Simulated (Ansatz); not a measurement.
Start from `N=C1CC1Cl` and change one atom or group to get `N=C1C[CH]1[GeH3]`.

Ansatz, PBE0-D4/def2-TZVP geometries, multiplicity 1. Each molecule was computed in one conformer, which needn't be the lowest.

Scalar relativity is left out up to krypton.

```csv
property,`N=C1CC1Cl`
size of the dipole moment (PBE/def2-TZVPP) / D,1.64
LUMO energy (PBE0/def2-TZVPP) / eV,-1.14
HOMO–LUMO gap (ωB97M-V/def2-TZVPP) / eV,10.70
size of the dipole moment (ωB97M-V/def2-TZVPP) / D,1.73
HOMO–LUMO gap (B3LYP/def2-TZVPP) / eV,5.75
HOMO–LUMO gap (PBE/def2-TZVPP) / eV,3.74
```

Problem. What does the change do to each property? (Best estimate.)

Solution. Computed: 
```json
{"property": "size of the dipole moment (PBE/def2-TZVPP) / D", "`N=C1C[CH]1[GeH3]`": "2.08", "shift": "0.44"}
{"property": "LUMO energy (PBE0/def2-TZVPP) / eV", "`N=C1C[CH]1[GeH3]`": "-0.47", "shift": "0.67"}
{"property": "HOMO–LUMO gap (ωB97M-V/def2-TZVPP) / eV", "`N=C1C[CH]1[GeH3]`": "11.04", "shift": "0.34"}
{"property": "size of the dipole moment (ωB97M-V/def2-TZVPP) / D", "`N=C1C[CH]1[GeH3]`": "2.22", "shift": "0.49"}
{"property": "HOMO–LUMO gap (B3LYP/def2-TZVPP) / eV", "`N=C1C[CH]1[GeH3]`": "6.19", "shift": "0.44"}
{"property": "HOMO–LUMO gap (PBE/def2-TZVPP) / eV", "`N=C1C[CH]1[GeH3]`": "4.22", "shift": "0.48"}
```

With PBE0 the HOMO rises by 0.21 eV and the LUMO rises by 0.67 eV, so the gap widens by about 0.46 eV. PBE moves the HOMO by 0.20 eV and ωB97M-V by 0.20 eV. Dipoles are sizes alone; their direction can turn.

B3LYP here is the variant with VWN-RPA as its local correlation; programs differ in this.
